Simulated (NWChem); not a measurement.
CH6OSeSi; SMILES CO[Se][SiH3]

```xyz
10

Se     0.7967     0.0121    -0.0309
O     -0.4102     1.2720     0.6385
C     -1.0380     2.0488    -0.3708
H     -1.6517     1.4359    -1.0713
H     -1.7120     2.7472     0.1693
H     -0.3144     2.6470    -0.9700
Si    -0.7609    -1.6816     0.0037
H     -1.9594    -1.2969    -0.8191
H     -1.2032    -1.9867     1.4064
H     -0.0865    -2.8848    -0.5990
```
Atoms are numbered in this order, from 1.

Results from NWChem. Medium grid unless said otherwise, to which SCAN and Minnesota functionals are sensitive. The geometry was optimised at PBE-D3(BJ)/def2-SVP. Hybrids' shares of exact exchange are those that their runs print; pure functionals count as 0. The functionals differ in more than this share.

| row | share of exact exchange | highest occupied level (eV) |
|---|---|---|
| PBE/def2-SVP | 0.00 | -5.57 |
| SCAN/def2-SVP | 0.00 | -5.90 |
| B3LYP/def2-SVP | 0.20 | -6.52 |
| PW6B95/def2-SVP | 0.28 | withheld |
| MN15/def2-SVP | 0.44 | -7.48 |

**Question.** Fit a straight line of the last column on the one before it, predict the withheld value, and compare with the run.

**Answer.** 
1. Means of the 4 shown rows: x = 0.160, y = -6.368. Slope Σ(x − x̄)(y − ȳ)/Σ(x − x̄)² = -0.5200/0.1312 = -3.963; intercept -5.733.
2. The shown rows scatter about the line by 0.117 (root mean square); the largest residual is -0.17, at SCAN/def2-SVP.
3. At x = 0.28 (PW6B95/def2-SVP; inside the shown range) the line gives -6.84.
4. The run gives -6.87, -0.03 from the line, 0.3 times the scatter.
